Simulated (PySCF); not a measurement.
A structure optimised at B3LYP-D3(BJ)/def2-SVP, used in a PySCF frequency run:

```
Al
F 1 1.6555
Br 1 2.2324 2 118.84
Br 1 2.2324 2 118.84 3 180.00
```

Q: Write its SMILES, formula and point group.

A: [F][Al]([Br])[Br], AlBr2F, C2v

Q: What are its rotational constants (standard atomic weights)?

A: 3.5774, 0.82699, 0.67171 GHz
